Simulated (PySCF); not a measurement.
Coordinates in bohr (charge 0 multiplicity 1):
```
Ru    0.0000    0.0000    0.0000
O     1.8147    1.8147    1.8147
O    -1.8147    1.8147   -1.8147
O     1.8147   -1.8147   -1.8147
O    -1.8147   -1.8147    1.8147
```

Method: PBE0 in PySCF with Ru def2-TZVP with ECP28, O def2-TZVP; scalar-relativistic core potentials, no spin–orbit coupling; density-fitted integrals.

This geometry of RuO₄ is a stationary point at this level.

What is the point group?

Td.

Is it a minimum?

Yes: all harmonic wavenumbers are real.

What are the dipole moment and the gap between the highest occupied and lowest empty levels?

0.00 D and 5.44 eV.

Give the ideal-gas entropy at 298.15 K and 1 bar by parts.

translation 172.6, rotation 87.4, vibration 24.3, spin 0.0; total 284.3 J/(mol K).

What is the atomisation energy, with and without zero-point energy?

1728 kJ/mol without, 1693 kJ/mol with.

Only a few start shapes were tried, so a lower isomer may exist.
